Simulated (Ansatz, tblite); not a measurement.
Cyclo-(X2SnO)n: gap (eV) at several levels, gas phase, relaxed structures; Ansatz, xTB through tblite. Core potentials for Sn in the def2 sets, no spin–orbit coupling. A dash marks a value that wasn't run or was left out as unsound. The structures are stationary points that may keep the symmetry of their start.

```
                   species    state            geometry  GFN1-xTB  PBE-D4/def2-TZVP  r2SCAN-D4/def2-TZVP  PBE0-D4/def2-SVP  PBE0-D4/def2-TZVP  BHLYP-D4/def2-TZVP
  cyclo-(H2SnO)2 (Sn2O2H4)  singlet   B3LYP-D4/def2-SVP      5.12              4.20                 4.80              6.43               6.43                8.54
  cyclo-(F2SnO)3 (Sn3O3F6)  singlet     PBE-D4/def2-SVP      2.65              3.32                 3.90              5.90               5.92                8.43
cyclo-(Cl2SnO)3 (Sn3Cl6O3)  singlet     PBE-D4/def2-SVP      2.47              3.18                 3.71              5.45               5.54                   –
  cyclo-(H2SnO)4 (Sn4O4H8)  singlet  r2SCAN-D4/def2-SVP      5.41              4.68                 5.28              7.20               7.09                9.44
```

Over the 3 species that have every level, the mean is 4.39 at GFN1-xTB, 4.07 at PBE-D4/def2-TZVP, 4.66 at r2SCAN-D4/def2-TZVP, 6.51 at PBE0-D4/def2-SVP, 6.48 at PBE0-D4/def2-TZVP, 8.80 at BHLYP-D4/def2-TZVP. Orbital gaps grow with the share of exact exchange and aren't one observable across functionals.
